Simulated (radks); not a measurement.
Task: Coherent X-ray form factor from a spherical all-electron density. Method: scalar-relativistic Kohn-Sham, PBE, spin-polarised, spherical densities, point nucleus; computed with a radial shooting solver on a logarithmic mesh with Libxc functionals.

| sin(theta)/lambda (1/angstrom) | f0 (electrons) |
|---|---|
| 0.05 | 21.700 |
| 0.1 | 20.853 |
| 0.15 | 19.600 |
| 0.2 | 18.110 |
| 0.25 | 16.537 |
| 0.3 | 14.998 |
| 0.4 | 12.287 |
| 0.5 | 10.231 |
| 0.6 | 8.788 |
| 0.8 | 7.120 |
| 1 | 6.163 |
| 1.25 | 5.167 |
| 1.5 | 4.221 |
| 2 | 2.728 |

The species is in the configuration that NIST lists as its ground one. Which atom or ion scatters so?

Result: The chromium ion Cr2+, [Ar] 3d4. Extrapolating in s^2 from the first two rows gives f0(0) = 22.0, near the electron count 22; among species with that count, the fall with angle is slower the higher Z, and the table is that of Z = 24; from so few rows the species is fixed only to a neighbour or two.
